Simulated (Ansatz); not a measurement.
Species: sum formula BNH5, net charge 0, doublet state. It need not be the lowest isomer of its formula. 
Geometry from a B3LYP-D3(BJ)/def2-TZVP (Ansatz, a first-principles code) optimisation:
```xyz
7

B     -0.9601     0.1312    -0.0137
N      0.6350    -0.1348    -0.0398
H     -1.2139     1.2024    -0.4773
H     -1.4396    -0.2957     0.9936
H      0.8305    -1.1085     0.1748
H      1.1723     0.4349     0.6229
H      1.0057     0.0542    -0.9668
```
Charge 0, spin multiplicity 2.

Basis-set convergence of Hartree-Fock and CCSD(T) correlation energies (hartree) with Ansatz. Cores are frozen in the correlated levels unless marked. UHF or UKS for open shells. Spin-orbit coupling is left out. Non-relativistic.

```tsv
basis	functions	E(HF)	E(corr, CCSD(T))
def2-SVPD	80	-81.92877	-0.32500
def2-TZVPPD	159	?	?
```

Q: What belongs in the gaps?

A: 
- def2-TZVPPD, E(HF): -82.02001
- def2-TZVPPD, E(corr, CCSD(T)): -0.37718
